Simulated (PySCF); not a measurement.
Run record: geometry optimisation, `[F][GeH2][SH]`.

Method: PBE0-D3(BJ)/def2-SVP geometry optimisation, gas phase (PySCF 2.14.0). Start geometry: GFN2-xTB. A driver script takes a list of jobs; this job's settings line and coordinates (Å) are shown.

Command:
```bash
OMP_NUM_THREADS=1 python probes_run.py task.json out
```

Input:
```
{"job": {"xc": "PBE0", "basis": "def2-SVP", "d3": "d3bj", "grid": 1, "shake": 0.01, "kind": "geom"}, "charge": 0, "multiplicity": 1}
F     -0.757520     1.241960     0.664180
Ge    -0.474390    -0.309750    -0.061620
S      1.673720    -0.314700    -0.472720
H     -1.323400    -0.279890    -1.282450
H     -0.941560    -1.251940     1.013320
H      1.847320     0.884320     0.094630
```

Output:
```
step   0  E = -2575.92784294  max force = 0.016630
step   1  E = -2575.93004899  max force = 0.008578
step   2  E = -2575.93081917  max force = 0.000792
step   3  E = -2575.93083118  max force = 0.000223
optimisation converged
```

Energies in Eh; «max force» is the largest Cartesian gradient component in Eh/bohr.

Q: Give the first gradient maximum in eV/Å.

A: With 1 Eh/bohr = 51.422 eV/Å, 0.855 eV/Å.

Summary of the converged run: final energy -2575.93083 Eh after 3 steps; dipole 1.10 D.

The run took 4.6 s wall on one thread, AMD EPYC 9R45 (x86_64), shared host with 96 logical CPUs at a one-minute load of 26, and the process peaked at 0.35 GiB of memory.
Labels such as C1 count atoms from 1, the log's own numbers from 0.
